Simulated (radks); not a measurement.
The lead ion Pb2+ inside a hard spherical wall (all orbitals vanish at R), configuration held at [Hg] and not refilled when levels cross. All-electron calculation, scalar-relativistic Kohn-Sham, PBE, spin-polarised, spherical densities, point nucleus. Program: a radial shooting solver on a logarithmic mesh with Libxc functionals. Eigenvalues in eV for spin up, with the zero of energy where the potential of the charges vanishes at infinity; a dash marks a level that is unbound or too diffuse for the functional's potential to be trusted. A positive occupied level is held by the wall or, in an anion where self-interaction has pushed it up, behind a barrier. The pressure on the wall is -dE/dV.

| R (bohr) | E (hartree) | kinetic (hartree) | e(4f) | e(5p) | e(5d) | e(6s) | e(6p, empty) | e(7s, empty) | pressure (GPa) |
|---|---|---|---|---|---|---|---|---|---|
| free | -20881.1722 | 23610.434 | -149.69 | -102.61 | -37.847 | -27.443 | -17.174 | - | 0 |
| 20 | -20881.1722 | 23610.434 | -149.69 | -102.61 | -37.847 | -27.443 | -17.174 | - | < 0.0001 |
| 15 | -20881.1722 | 23610.434 | -149.69 | -102.61 | -37.847 | -27.443 | -17.174 | - | < 0.0001 |
| 12 | -20881.1722 | 23610.434 | -149.69 | -102.61 | -37.847 | -27.443 | -17.174 | - | < 0.0001 |
| 10 | -20881.1722 | 23610.434 | -149.69 | -102.61 | -37.847 | -27.443 | -17.174 | -9.029 | < 0.0001 |
| 8 | -20881.1722 | 23610.434 | -149.69 | -102.61 | -37.846 | -27.442 | -17.167 | -8.559 | 0.000905 |
| 7 | -20881.1721 | 23610.436 | -149.69 | -102.61 | -37.842 | -27.438 | -17.136 | -7.691 | 0.0130 |
| 3.5 | -20880.8861 | 23612.433 | -146.22 | -99.453 | -34.892 | -22.708 | -8.159 | 34.122 | 119 |
| 3 | -20880.3064 | 23615.694 | -141.74 | -95.651 | -31.179 | -15.770 | 2.437 | 67.656 | 510 |
| 2.5 | -20878.3661 | 23625.353 | -131.12 | -87.096 | -22.114 | 2.698 | 28.137 | 136.29 | 2570 |
| 2 | -20870.9023 | 23658.358 | -104.59 | -66.037 | 2.747 | 57.851 | 98.013 | 294.83 | 16600 |
